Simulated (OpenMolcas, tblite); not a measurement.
C2H4FGa (SMILES C=[CH][GaH][F]): methods side by side

C2H4FGa: 8 atoms, total charge 0, spin state singlet. SMILES: `C=[CH][GaH][F]`. Geometry: relaxed at PBE0-D4/def2-TZVP. This is one conformer, not always the lowest.

Each level gives the vertical energy of the triplet above the singlet (eV). The values are calculated.

```
         level            kind     program  value (eV)
      GFN2-xTB  semi-empirical      tblite        4.25
    HF/cc-pVDZ    Hartree–Fock  OpenMolcas        3.26
 SVWN5/cc-pVDZ             LDA  OpenMolcas        4.37
  BLYP/cc-pVDZ             GGA  OpenMolcas        4.24
r2SCAN/cc-pVDZ        meta-GGA  OpenMolcas        3.90
 BHLYP/cc-pVDZ   global hybrid  OpenMolcas        3.98
```

All-electron rows without a relativistic Hamiltonian named are non-relativistic. The values span 3.26 to 4.37 eV.
